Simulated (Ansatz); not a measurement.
Te(Cl)4 cation (Cl4Te), SMILES Cl[Te](Cl)(Cl)Cl (connectivity only; charge and spin as stated), charge +1, multiplicity 2. Atoms are numbered in the order given.

```xyz
5

Te     0.0000     0.0000     0.0000
Cl     1.3578     1.3578    -1.3578
Cl    -1.3578     1.3578     1.3578
Cl    -1.3578    -1.3578    -1.3578
Cl     1.3578    -1.3578     1.3578
```
Charge +1, spin multiplicity 2.

The structure is a stationary point at PBE0-D3(BJ)/def2-SVP. The multiplicity is an assumed one; no other spin state was optimised. The isomer is the one that the SMILES or the coordinates give; other isomers of the formula were not compared. The def2 effective core potentials stand for the cores of Te; spin–orbit coupling is left out.

Two levels are set side by side: PBE-D3(BJ)/def2-SVP (Ansatz, a program for electronic structure) and PBE0-D3(BJ)/def2-SVP (Ansatz). Each level has its own optimised geometry; the coordinates shown are those of the second. Differences are taken from unrounded values.

| quantity | PBE0-D3(BJ) |
|---|---|
| mean bond length (Å) | 2.352 |
| bond Te1–Cl2 (Å) | 2.352 |
| bond Te1–Cl3 (Å) | 2.352 |
| bond Te1–Cl4 (Å) | 2.352 |
| bond Te1–Cl5 (Å) | 2.352 |

Q: What does PBE-D3(BJ) give, and how far is it from PBE0-D3(BJ)? (An estimate is asked for; the answer gives what the named calculation found.)

A: 
```
quantity              PBE-D3(BJ)  PBE-D3(BJ) minus PBE0-D3(BJ)
--------------------  ----------  ----------------------------
mean bond length (Å)       2.379                         0.027
bond Te1–Cl2 (Å)           2.379                         0.027
bond Te1–Cl3 (Å)           2.379                         0.027
bond Te1–Cl4 (Å)           2.379                         0.027
bond Te1–Cl5 (Å)           2.379                         0.027
```

Exact exchange shortens and stiffens bonds; PBE has none. Differences between two approximate levels are no errors against the true value.
